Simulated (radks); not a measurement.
Results of a calculation; reference values are marked as such.
Problem. Radial electron density D(r) = 4 pi r^2 rho(r) of an atom or ion with 43 electrons. Level of theory: Dirac Kohn-Sham, PBE, spin-unpolarised, spherical densities, point nucleus (a radial shooting solver on a logarithmic mesh with Libxc functionals).

r (bohr),D(r) (e/bohr)
0.001021,4.062
0.001151,4.944
0.001308,6.083
0.001475,7.371
0.001663,8.907
0.00189,10.86
0.002131,13.04
0.002422,15.78
0.002731,18.78
0.003104,22.48
0.0035,26.47
0.003946,30.96
0.004485,36.31
0.005056,41.82
0.005747,48.13
0.006479,54.34
0.007306,60.65
0.008303,67.24
0.009362,73.00
0.01064,78.33
0.012,82.24
0.01353,84.81
0.01537,85.87
0.01733,85.28
0.0197,83.23
0.02221,80.50
0.02525,77.59
0.02846,75.85
0.03209,76.00
0.03648,78.99
0.04113,84.55
0.04674,92.69
0.0527,100.8
0.05942,107.5
0.06753,110.8
0.07614,109.0
0.08654,102.4
0.09758,93.86
0.1109,85.92
0.125,82.72
0.141,84.84
0.1602,91.06
0.1807,96.19
0.2053,95.54
0.2315,86.57
0.261,71.01
0.2967,52.75
0.3345,40.03
0.3802,34.52
0.4286,35.46
0.4833,37.77
0.5493,36.91
0.6193,31.35
0.7039,22.13
0.7936,13.41
0.902,6.464
1.017,2.684
1.147,0.9089
1.303,0.2229
1.469,0.04593
1.67,0.006231
1.883,0.0006903

What is the nuclear charge?

Solution. Z = 63. The innermost maximum, from 1s, lies near gamma/Z bohr with gamma = sqrt(1 - (Z/c)^2) = 0.888, here 0.0141 bohr (found: 0.0156), and its height grows with Z. The density is that of the europium ion Eu20+ in [Kr] 4d7; the configuration itself is not fixed sharply by these data, and Z only to a few units. D(r) has 4 maxima, at r = 0.0156, 0.0686, 0.191, 0.507 bohr, and minima at 0.0301, 0.126, 0.393 bohr, inside which lie 2.02, 11.15, 29.14 electrons.
